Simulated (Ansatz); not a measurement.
```yaml
crystal:
  periodic: [false, false, false]
  atoms:
    - {symbol: C, position_ang: [-0.497946, -2.817960, -1.156456]}
    - {symbol: N, position_ang: [-0.170622, -1.541377, -0.646573]}
    - {symbol: Mo, position_ang: [0.202848, 0.077217, -0.286129]}
    - {symbol: O, position_ang: [-1.478164, 0.885388, 0.212462]}
    - {symbol: C, position_ang: [-2.404436, 0.414405, 1.141708]}
    - {symbol: O, position_ang: [-0.005405, 1.116099, -1.829377]}
    - {symbol: C, position_ang: [-1.024869, 1.756418, -2.523856]}
    - {symbol: O, position_ang: [0.460410, -0.131068, 1.614774]}
    - {symbol: C, position_ang: [0.698378, 0.990785, 2.413123]}
    - {symbol: O, position_ang: [2.081106, 0.298514, -0.396812]}
    - {symbol: C, position_ang: [3.132415, -0.384121, 0.210510]}
    - {symbol: H, position_ang: [-1.530483, -2.837234, -1.519939]}
    - {symbol: H, position_ang: [0.165960, -3.080341, -1.986739]}
    - {symbol: H, position_ang: [-0.389049, -3.576006, -0.373791]}
    - {symbol: H, position_ang: [-1.905825, 0.016942, 2.034461]}
    - {symbol: H, position_ang: [-3.014004, -0.390966, 0.711458]}
    - {symbol: H, position_ang: [-3.070718, 1.230446, 1.441340]}
    - {symbol: H, position_ang: [-1.353268, 1.143770, -3.371313]}
    - {symbol: H, position_ang: [-0.666992, 2.718459, -2.903161]}
    - {symbol: H, position_ang: [-1.875424, 1.926895, -1.852905]}
    - {symbol: H, position_ang: [0.784656, 0.679264, 3.458631]}
    - {symbol: H, position_ang: [1.629149, 1.499790, 2.125028]}
    - {symbol: H, position_ang: [-0.120800, 1.718916, 2.334925]}
    - {symbol: H, position_ang: [2.877047, -0.636123, 1.247793]}
    - {symbol: H, position_ang: [3.351605, -1.316359, -0.323974]}
    - {symbol: H, position_ang: [4.030132, 0.241947, 0.204810]}
basis:
  gaussian: {orbitals: def2-SVPD, point_charges: [{charge: 1.00, position_ang: [6.550, -0.346, -0.342]}]}
magnetization: {spin_polarized: true, initial_magnetization: 2}
hamiltonian: {xc: {name: PBE}, dispersion: d4}
```

```sh
$ ansatz run in.yaml --threads 11 --pin off --events-out ev --progress --plain --max-ram 174080MiB --backend cuda --devices 0, --max-vram 75GiB
```

Shortened log:

```
Functional definition: PBE
3026 factors; their error is unknown
mean field evaluation 1: about -16907.2587 eV, gradient 8.4e1 eV
mean field evaluation 2: about -16672.9700 eV, gradient 2.3e2 eV
mean field evaluation 4: about -16922.8983 eV, gradient 5.3e1 eV
mean field evaluation 8: about -16934.6936 eV, gradient 2.2e1 eV
mean field evaluation 16: about -16936.9775 eV, gradient 8.4e0 eV
mean field evaluation 32: about -16937.2518 eV, gradient 1.7e-3 eV
mean field evaluation 128: about -16937.2152 eV, gradient 4.2e-5 eV
mean field -16937.25178684 eV, -622.4325226846 hartree, gradient 3.0e-6 eV, S^2 2.004399; 10 other end points of the search recorded, 0 dependent functions left out
reference -16937.25186538 eV, -622.4325255711 hartree; 50, 48 occupied and 316, 318 virtual orbitals, 3026 factors
Total energy: -16937.97503554 eV, -622.4591015843 hartree
```

It took 11 s on 11 threads of an AMD EPYC 7R13 on a shared host and a whole NVIDIA H100 80 GB, with 1.2 GiB of host memory at the peak.
